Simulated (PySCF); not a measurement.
Spinor energies of Hf²⁺ (hafnium, charge +2)

Start: [Xe] 4f14 5d2; 5d3/2 filled at m_j = +1/2, +3/2. Calculated with PySCF 2.14 in x2c-SVPall-2c (7s9p9d2f, 93 functions): generalised Hartree-Fock with the X2C-1e Hamiltonian and a Gaussian nucleus; one run each with spin-orbit coupling (SO) switched off, then screened by Boettger's factors.

```json
{"spinor shell": "1s1/2", "electrons": "2", "ε, spin-free (eV)": "-65703.3", "ε, screened SO (eV)": "-65685.1", "weight of nominal j (screened SO)": "1.000", "rms radius, screened SO (bohr)": "0.0215"}
{"spinor shell": "2s1/2", "electrons": "2", "ε, spin-free (eV)": "-11386.7", "ε, screened SO (eV)": "-11381.0", "weight of nominal j (screened SO)": "1.000", "rms radius, screened SO (bohr)": "0.0869"}
{"spinor shell": "2p1/2", "electrons": "2", "ε, spin-free (eV)": "-10001.9", "ε, screened SO (eV)": "-10851.3", "weight of nominal j (screened SO)": "1.000", "rms radius, screened SO (bohr)": "0.0740"}
{"spinor shell": "2p3/2", "electrons": "4", "ε, spin-free (eV)": "-10001.9", "ε, screened SO (eV)": "-9653.1", "weight of nominal j (screened SO)": "1.000", "rms radius, screened SO (bohr)": "0.0812"}
{"spinor shell": "3s1/2", "electrons": "2", "ε, spin-free (eV)": "-2666.1", "ε, screened SO (eV)": "-2664.2", "weight of nominal j (screened SO)": "1.000", "rms radius, screened SO (bohr)": "0.222"}
{"spinor shell": "3p1/2", "electrons": "2", "ε, spin-free (eV)": "-2244.9", "ε, screened SO (eV)": "-2429.3", "weight of nominal j (screened SO)": "1.000", "rms radius, screened SO (bohr)": "0.214"}
{"spinor shell": "3p3/2", "electrons": "4", "ε, spin-free (eV)": "-2244.9", "ε, screened SO (eV)": "-2167.9", "weight of nominal j (screened SO)": "1.000", "rms radius, screened SO (bohr)": "0.228"}
{"spinor shell": "3d3/2", "electrons": "4", "ε, spin-free (eV)": "-1741.5", "ε, screened SO (eV)": "-1774.4", "weight of nominal j (screened SO)": "1.000", "rms radius, screened SO (bohr)": "0.202"}
{"spinor shell": "3d5/2", "electrons": "6", "ε, spin-free (eV)": "-1741.5", "ε, screened SO (eV)": "-1717.9", "weight of nominal j (screened SO)": "1.000", "rms radius, screened SO (bohr)": "0.206"}
{"spinor shell": "4s1/2", "electrons": "2", "ε, spin-free (eV)": "-579.90", "ε, screened SO (eV)": "-579.32", "weight of nominal j (screened SO)": "1.000", "rms radius, screened SO (bohr)": "0.498"}
{"spinor shell": "4p1/2", "electrons": "2", "ε, spin-free (eV)": "-439.19", "ε, screened SO (eV)": "-481.69", "weight of nominal j (screened SO)": "1.000", "rms radius, screened SO (bohr)": "0.508"}
{"spinor shell": "4p3/2", "electrons": "4", "ε, spin-free (eV)": "-439.19", "ε, screened SO (eV)": "-421.30", "weight of nominal j (screened SO)": "1.000", "rms radius, screened SO (bohr)": "0.541"}
{"spinor shell": "4d3/2", "electrons": "4", "ε, spin-free (eV)": "-253.77", "ε, screened SO (eV)": "-260.39", "weight of nominal j (screened SO)": "1.000", "rms radius, screened SO (bohr)": "0.570"}
{"spinor shell": "4d5/2", "electrons": "6", "ε, spin-free (eV)": "-253.77", "ε, screened SO (eV)": "-248.86", "weight of nominal j (screened SO)": "1.000", "rms radius, screened SO (bohr)": "0.583"}
{"spinor shell": "5s1/2", "electrons": "2", "ε, spin-free (eV)": "-95.378", "ε, screened SO (eV)": "-95.315", "weight of nominal j (screened SO)": "1.000", "rms radius, screened SO (bohr)": "1.23"}
{"spinor shell": "5p1/2", "electrons": "2", "ε, spin-free (eV)": "-58.875", "ε, screened SO (eV)": "-65.297", "weight of nominal j (screened SO)": "0.988", "rms radius, screened SO (bohr)": "1.42"}
{"spinor shell": "5p3/2", "electrons": "4", "ε, spin-free (eV)": "-58.875", "ε, screened SO (eV)": "-56.029", "weight of nominal j (screened SO)": "0.993", "rms radius, screened SO (bohr)": "1.46"}
{"spinor shell": "4f5/2", "electrons": "6", "ε, spin-free (eV)": "-46.423", "ε, screened SO (eV)": "-47.233", "weight of nominal j (screened SO)": "0.998", "rms radius, screened SO (bohr)": "0.748"}
{"spinor shell": "4f7/2", "electrons": "8", "ε, spin-free (eV)": "-46.423", "ε, screened SO (eV)": "-45.392", "weight of nominal j (screened SO)": "0.999", "rms radius, screened SO (bohr)": "0.747"}
{"spinor shell": "5d3/2", "electrons": "2", "ε, spin-free (eV)": "-21.925", "ε, screened SO (eV)": "-22.141", "weight of nominal j (screened SO)": "0.929", "rms radius, screened SO (bohr)": "2.33"}
```

```tsv
quantity	spin-free	screened SO
E (hartree)	-15065.53079	-15081.29660
M_J	2	2
⟨J²⟩	8.006	6.275
⟨L²⟩	12.004	10.877
⟨S²⟩	2.001	1.761
```

Each row is a mean over spinors that exchange with the open shell spreads, by up to 3.182 eV (5p1/2).

⟨J²⟩ departs a little from M_J(M_J + 1) because the unrestricted spinors polarise the closed shells.

Breit and QED terms are absent; they matter most for the inner s and p1/2 levels.

Densities and radii are taken from the X2C orbitals without a picture-change correction, which distorts them close to the nucleus.

Without spin-orbit coupling the j labels of p, d and f shells carry no meaning; the spin-free column gives the mean over the occupied spinors of each nl shell, and its ⟨J²⟩ belongs to a mixture of degenerate components.
